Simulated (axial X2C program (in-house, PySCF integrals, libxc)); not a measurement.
Low determinants of NbP at the PBE0 level, spin-free

Computed with an axial X2C code built on PySCF integrals. Spin-free means the one-electron spin-free X2C Hamiltonian. Basis: Nb dyall-cv3z [11s12p9d5f3g], P dyall-v3z [8s7p2d1f] (cores contracted in-house); Gaussian nuclei, density fitting, unrestricted open shells. Masses: Nb 92.906 u, P 30.974 u.

Search at 2.143 Å (vertical energies from the lowest determinant):

| ΔE (eV) | state | electrons beyond evenly filled partner blocks | electrons in σ, π, δ, φ |
| --- | --- | --- | --- |
| 0.00 | M_S = 1, Λ = 2 | σα, δ+α | 27 24 5 0 |
| 0.36 | M_S = 1, Λ = 0 | δ+α, δ-α | 26 24 6 0 |
| 0.67 | M_S = 0, Λ = 2 | σα, δ+β | 27 24 5 0 |
| 0.92 | M_S = 2, Λ = 1 | σα, π+α, π+β, π-α, δ+α, δ-α | 27 23 6 0 |
| 1.04 | M_S = 0, Λ = 0 | closed shell | 28 24 4 0 |
| 1.12 | M_S = 2, Λ = 0 | 2 × σα, δ+α, δ-α | 26 24 6 0 |
| 1.14 | M_S = 1, Λ = 1 | σα, π+α, π+β, π-β, δ+α, δ-α | 27 23 6 0 |

Lowest determinant, M_S = 1, Λ = 2 (beyond evenly filled blocks: σα, δ+α): Re = 2.131 Å, ωe = 511.4 cm⁻¹.

The determinant in row 2 of the search, M_S = 1, Λ = 0 (beyond evenly filled blocks: δ+α, δ-α), was followed along the bond at PBE0; measured from the minimum of the lowest determinant it gives:

Te = 0.356 eV (2868 cm⁻¹), Re = 2.160 Å, ωe = 479.4 cm⁻¹.

(1) Compare the bond of the determinant in row 2 with that of the lowest one.

The search compares states at one distance, so a state with another bond length can lie lower; it is not exhaustive and yields mostly the lowest determinant of each block pattern, so other components and higher states of one pattern are missing. These are energies of single determinants, not of spin-adapted states; PBE0 term energies can be off by some tenths of an eV, and the functional has no current term. The lowest determinant need not be the ground state where others lie within half an eV. Row 1 is spin-contaminated (⟨S²⟩ = 2.20 against 2.00), so its values are not those of a pure state. Row 2 is spin-contaminated (⟨S²⟩ = 2.26 against 2.00), so its values are not those of a pure state.

Answers

(1) At PBE0 its Re is 0.029 Å longer and its force constant, which goes as ωe², is 0.88 times that of the lowest determinant. This determinant mixes spin states, so it has no term energy of its own.
